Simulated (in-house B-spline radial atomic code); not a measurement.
Cu⁺. Computed with a B-spline radial atomic code. Model: non-relativistic spherical atom: semilocal Troullier-Martins pseudo-atom, one channel per l, against all electrons, high spin, G0W0 and RPA with empty states to l = 8, local potential for every l without a channel, a model core (radius 0 = none) keeps its share of the functional.

The core holds an angular momentum without a channel of its own, so the local potential lets valence electrons into it.

What the tables leave out is listed at the end.

The pseudopotential gives back the lowest level of each angular momentum of its own functional in the configuration it was made in; a second state of the same l is only approximately right. Exact exchange, RPA and GW see the smooth pseudo-orbitals and miss the exchange with the core, for which the functional's share stands in. The column with an uncorrelated core keeps all orbitals and exact exchange, and so separates missing core correlation from pseudisation. Only the three outermost levels and the lowest empty one were computed. RPA here is direct RPA, with no exchange kernel, and its energies carry an (l + 1/2)⁻⁴ tail. A hybrid on a potential with a model core restores only its own semilocal share of the core's exchange.

Command:
```bash
python run_psgw.py task.json out
```
Settings (lengths in bohr, energies in hartree):
```
Z                      29
electrons              28
configuration          [Ar] 3d10
generated_in           [Ar] 3d10 4s1
functional             pbe,pbe
core_shells            5
radius_factor          1.3
core_correction        False
```

Run time, properties included: 22 s on 1 thread of Intel(R) Xeon(R) Platinum 8259CL CPU @ 2.50GHz (Skylake/Cascade Lake), on a shared host.

Given: made with PBE; model core radius 0 bohr; local radius 2.456 bohr; mean-field start PBE0.

Valence shells of the generating configuration: 3d, 4s.

Channel: s 3.023, d 2.356 (radii in bohr).

Computed: largest level miss in the spin-unpolarised generating configuration 0 eV; valence RPA correlation energy pseudo -0.88697 hartree; all-electron RPA polarisability, core included 5.349 bohr³; pseudo-atom RPA polarisability 6.9251 bohr³.

```
     level  occupied  mean-field all-electron (eV)  mean-field pseudo minus all (eV)  G0W0 all-electron (eV)  G0W0 uncorrelated core minus all (eV)  G0W0 pseudo minus all (eV)  exchange self-energy all-electron (eV)  exchange self-energy pseudo (eV)
        3d         1                       -15.954                             0.587                 -20.396                                 -0.054                       2.935                                 -46.522                           -26.602
4s (empty)         0                       -10.169                            -0.358                 -7.6212                                 -0.017                      -1.186                                 -2.6749                            -2.639
```

(1) What is the valence RPA correlation energy all-electron orbitals?

Given: mean-field start Hartree-Fock.

Computed: valence RPA correlation energy all-electron orbitals -0.55278 hartree; valence RPA correlation energy pseudo -0.78611 hartree; all-electron RPA polarisability, core included 3.2393 bohr³.

```csv
level,occupied,mean-field all-electron (eV),mean-field pseudo minus all (eV),G0W0 all-electron (eV),G0W0 uncorrelated core minus all (eV),G0W0 pseudo minus all (eV),exchange self-energy all-electron (eV),exchange self-energy pseudo (eV)
3d,1,-22.045,3.333,-20.451,-0.101,1.005,-47.124,-26.121
4s (empty),0,-6.3361,-0.868,-7.085,-0.005,-1.602,-1.5298,-1.9948
```

(2) What is the pseudo-atom RPA polarisability?

Answers

(1) -0.64241 hartree.

(2) 5.7394 bohr³.

Among the listed levels the largest G0W0 shift of the pseudo-atom is +2.94 eV, for 3d on the PBE0 start, while leaving the core uncorrelated moves that level by -0.05 eV. So pseudisation and the lost core exchange, not the missing core correlation, make the error. Not in the tables (levels of low weight, unsolved or above zero; the highest and the empty levels are kept at any weight): on PBE, a start not tabulated, the G0W0 levels 3d (pseudo minus all +3.97 eV, weights 0.42 and 0.74), 4s (pseudo minus all -1.01 eV, weights 0.85 and 0.93).
